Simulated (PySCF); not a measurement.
**Correlation energy of Al⁺ (aluminium, charge +1)**

[Ne] 3s2, closed-shell 1S. Calculation: PySCF 2.14, in cc-pV(D+d)Z; no relativity, point nucleus. Frozen: [Ne]; 2 electrons correlated.

Total MP2 correlation energy: -25.33 mhartree.

Same-spin part 0.00 and opposite-spin part -25.33 mhartree; SCS-MP2 scales them by 1/3 and 6/5 to -30.40 mhartree.

With two correlated electrons CCSD is exact within the correlated space (frozen core and kept virtual orbitals).

```csv
level,correlation energy (mhartree)
CCSD,-38.67
```

Diagnostics: T1 = 0.0078, D1 = 0.0110, largest double amplitude 0.114.

Cost of the coupled-cluster step: 0.06 s of wall time on 1 thread of Intel(R) Xeon(R) Platinum 8375C CPU @ 2.90GHz (shared host), for 2 correlated electrons.
